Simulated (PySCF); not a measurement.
Structure with atom numbers: `[SiH3:1][Si:2]([SiH3:3])([SiH3:4])[SiH3:5]` (H(Xn): hydrogen on atom n).

Geometry: PBE0-D3(BJ)/def2-TZVP; GIAO shifts from PySCF 2.14, gas phase, non-relativistic, averaged over equivalent atoms.

At wB97X-D/pcSseg-2 (383 basis functions, 4.8 min wall time (6.8 min CPU) on 2 threads of an Intel Xeon, shared host):
```csv
atoms,δ (ppm)
Si1/Si3/Si4/Si5,-101.6
Si2,-168.3
H(Si1)/H(Si3)/H(Si4)/H(Si5),3.89
```

δ = σ(ref) − σ, references computed at the same level: TMS for ²⁹Si (σref 341.45) and ¹H (σref 31.63).

Estimate the result of repeating the calculation with PBE0/pcSseg-2.

## Answers


```
                      atoms  δ at PBE0/pcSseg-2  change
            Si1/Si3/Si4/Si5              -101.2    +0.4
                        Si2              -168.1    +0.2
H(Si1)/H(Si3)/H(Si4)/H(Si5)                3.94   +0.05
```

Scale: TMS for ²⁹Si (σref 342.20), ¹H (σref 31.52) (reference shieldings calculated alike).

The largest change is at Si1/Si3/Si4/Si5 (silicon bonded to Si, 3 H). Cost: 383 basis functions, 4.2 min wall time (5.6 min CPU) on 2 threads of an Intel Xeon, shared host.
